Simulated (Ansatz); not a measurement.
The cluster Si3O4⁻ (the lowest doublet isomer of a short search). Total charge -1; doublet. Geometry r2SCAN-D4/def2-SVPD, basis def2-TZVPD, Ansatz.

```xyz
7

Si   -0.857    0.098   -0.918
Si    1.360    1.436    0.815
Si    0.554   -1.656    1.236
O     1.323   -0.152    1.418
O     0.101    1.322   -0.429
O    -1.907    0.218   -2.046
O    -0.574   -1.268   -0.077
```

```csv
run,HOMO (eV),LUMO (eV)
A,-1.42,4.00
B,0.16,1.86
C,0.59,1.33
D,0.02,1.81
E,0.78,1.40
```

The structure comes from a short search, and lower isomers may exist.

HOMO and LUMO are taken over both spins.

Task: The runs used HF, PBE, PBE0, r2SCAN, r2SCAN0. Estimate which is which.

Result: A HF (100 % exact exchange); B PBE0 (25 % exact exchange); C r2SCAN (0 % exact exchange); D r2SCAN0 (25 % exact exchange); E PBE (0 % exact exchange). Exact exchange lowers occupied and raises empty levels; among semilocal functionals meta-GGAs tend to open the gap a little, and such runs are hard to tell apart. The gap grows from 0.62 eV (PBE) to 5.42 eV (HF). At PBE0-D4/def2-TZVPD, r2SCAN-D4/def2-TZVPD, r2SCAN0-D4/def2-TZVPD, PBE-D4/def2-TZVPD the highest occupied level of the charge -1 doublet lies above zero (up to 0.78 eV). The electron is either unbound and held by the finite basis, or the level is raised by self-interaction error.
